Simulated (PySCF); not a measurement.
**How methods differ on the interval between two levels of Tl³⁺**

Tl³⁺ [Xe] 4f14 5d10 → Tl³⁺ [Xe] 4f14 5d9 6s1 [3D3, M_J = 3], as a difference of total energies. All numbers are calculated (PySCF 2.14, the two-component X2C-1e Hamiltonian, in x2c-TZVPall-2c (11s11p9d3f, 110 functions)). Correlated levels: [Kr] 4d10 4f14 frozen; the 24 highest virtual spinors dropped. "Screened" scales the spin-orbit matrix elements by Boettger's factors to mimic the two-electron term; Breit and QED terms are absent.

| method | interval between two levels (cm⁻¹) |
| --- | --- |
| GHF (screened spin-orbit) | 75262 |
| GMP2 (screened spin-orbit) | 73312 |

The labels give the starting determinants; with spin-orbit coupling the two ends relaxed to ⟨J²⟩ = 0.00, ⟨L²⟩ = 0.19, ⟨S²⟩ = 0.19 and ⟨J²⟩ = 12.00, ⟨L²⟩ = 6.18, ⟨S²⟩ = 2.19.
